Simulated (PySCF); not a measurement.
Compound: C6H18AlP.
SMILES: `C[P+](C)([Al-]([CH3])([CH3])[CH3])C`

Torsions of this conformer, `[CH3:1][Al-:2]([CH3:3])([CH3:4])[P+:5]([CH3:6])([CH3:7])[CH3:8]`: C1–Al2–P5–C6 179°.

The closed-shell ground state was solved at several levels (PySCF, density fitting, gas phase, non-relativistic). Isolated species at its PBE0-D3(BJ)/def2-SVP geometry, gas phase.

```tsv
level	basis functions	HOMO (eV)	LUMO (eV)	gap (eV)	dipole (D)
mPW1PW91/pcSseg-1	240	-6.78	0.65	7.43	5.30
PBE0/def2-SVP	210	-6.65	0.94	7.59	5.29
PBE0/6-31G	116	-6.52	1.54	8.06	5.22
PBE0/6-31G*	156	-6.44	1.25	7.69	5.26
PBE0/STO-3G	66	-4.34	6.61	10.95	5.40
```

**Question.** What might OPBE/pcSseg-1 (240 basis functions) give for the same quantities?

**Answer.** HOMO -5.44 eV, LUMO 0.10 eV, gap 5.54 eV, dipole 5.26 D.

**Question.** Over all these levels, which gives the widest orbital gap and which the narrowest?

**Answer.** PBE0/STO-3G (global hybrid, 25 % exact exchange) has the widest, 10.95 eV, and OPBE/pcSseg-1 (GGA) the narrowest, 5.54 eV. Functional and basis both differ between the two, so the spread mixes both effects.

**Question.** How much does the basis alone move the frontier levels among the 4 PBE0 rows?

**Answer.** The HOMO by 2.31 eV and the LUMO by 5.67 eV. By rising basis size (HOMO, LUMO in eV): STO-3G -4.34, 6.61; 6-31G -6.52, 1.54; 6-31G* -6.44, 1.25; def2-SVP -6.65, 0.94.

**Question.** How far do the dipole and the HOMO energy spread over the levels?

**Answer.** The dipole runs from 5.22 to 5.40 D (mean 5.29 D) and the HOMO from -6.78 to -4.34 eV.
